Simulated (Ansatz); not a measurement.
Breaking a bond: BeH (cation, charge +1), singlet.

Level of theory: full CI/cc-pVDZ, frozen core run with Ansatz (an electronic-structure program).

Q: Relative to R = 1.33 Å, what are the energies at R = 1.08, 1.43, 1.52, 1.64 Å?

A: 16.9 kcal/mol at 1.08 Å, 1.5 kcal/mol at 1.43 Å, 4.8 kcal/mol at 1.52 Å, 11.0 kcal/mol at 1.64 Å.
